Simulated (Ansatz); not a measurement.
```yaml
crystal:
  periodic: [false, false, false]
  atoms:
    - {symbol: C, position_ang: [-1.091479, 1.248269, -0.795454]}
    - {symbol: Si, position_ang: [-0.301936, 0.188879, 0.354124]}
    - {symbol: Al, position_ang: [1.828249, 0.569866, 1.265908]}
    - {symbol: Ga, position_ang: [-0.367185, -2.156301, -0.674584]}
    - {symbol: H, position_ang: [-2.175351, 1.063028, -1.062530]}
    - {symbol: H, position_ang: [-1.130075, 2.347683, -0.240186]}
    - {symbol: H, position_ang: [-0.468182, 1.437422, -1.682836]}
    - {symbol: H, position_ang: [-1.376914, -0.112848, 1.594438]}
    - {symbol: H, position_ang: [2.402459, -0.342093, 2.449397]}
    - {symbol: H, position_ang: [2.649741, 1.804425, 0.660447]}
    - {symbol: H, position_ang: [-0.202593, -2.275683, -2.139167]}
    - {symbol: H, position_ang: [0.036052, -3.331735, 0.264197]}
basis:
  gaussian: {orbitals: aug-cc-pVTZ}
hamiltonian: {xc: {name: wB97X}}
accuracy: high
output: {forces: true}
```

```sh
$ ansatz run in.yaml --threads 4 --pin off --events-out ev --progress --plain --max-ram 10444MiB
```

It prints (some lines left out):

```
Functional definition: wB97X
5942 factors; integrals over basis functions are off by at most 4.2e-9 eV
1055 factors; integrals over basis functions are off by at most 2.2e-9 eV
mean field evaluation 1: about -68016.7904 eV, gradient 4.1e1 eV
mean field evaluation 2: about -68018.5053 eV, gradient 3.2e1 eV
mean field evaluation 4: about -68020.8641 eV, gradient 1.1e0 eV
mean field evaluation 8: about -68020.9513 eV, gradient 8.6e-2 eV
mean field evaluation 16: about -68020.9514 eV, gradient 2.4e-4 eV
mean field -68020.95135739 eV, -2499.7238561272 hartree, gradient 6.9e-8 eV, S^2 0.000000; 0 other end points of the search recorded, 0 dependent functions left out
reference -68020.95134863 eV, -2499.7238558053 hartree; 36, 36 occupied and 353, 353 virtual orbitals, 5942 factors
Total energy: -68020.95134863 eV, -2499.7238558053 hartree
Atom 0 at    -1.091479     1.248269    -0.795454 Å, force    -2.093281     5.407965    -0.717203 eV/Å
Atom 1 at    -0.301936     0.188879     0.354124 Å, force    -1.402948    -4.167314     2.588217 eV/Å
Atom 2 at     1.828249     0.569866     1.265908 Å, force     0.661420     0.367480     0.335837 eV/Å
Atom 3 at    -0.367185    -2.156301    -0.674584 Å, force     1.025691     1.297122     1.938860 eV/Å
Atom 4 at    -2.175351     1.063028    -1.062530 Å, force     1.442136    -0.078026     0.171979 eV/Å
Atom 5 at    -1.130075     2.347683    -0.240186 Å, force     0.006075    -2.510975    -1.502538 eV/Å
Atom 6 at    -0.468182     1.437422    -1.682836 Å, force    -0.454995    -0.170908     0.097591 eV/Å
Atom 7 at    -1.376914    -0.112848     1.594438 Å, force     1.345636     0.489877    -1.289322 eV/Å
Atom 8 at     2.402459    -0.342093     2.449397 Å, force    -0.056170     0.127358    -0.228374 eV/Å
Atom 9 at     2.649741     1.804425     0.660447 Å, force     0.084750    -0.193631     0.123307 eV/Å
Atom 10 at    -0.202593    -2.275683    -2.139167 Å, force    -0.244890    -0.276565    -1.551929 eV/Å
Atom 11 at     0.036052    -3.331735     0.264197 Å, force    -0.313424    -0.292382     0.033577 eV/Å
Dipole moment:    -0.151344     0.162495    -0.185040 e Å
```

It took 2 min on 4 threads of an Arm Neoverse V2 on a shared host, with 6.9 GiB of host memory at the peak.
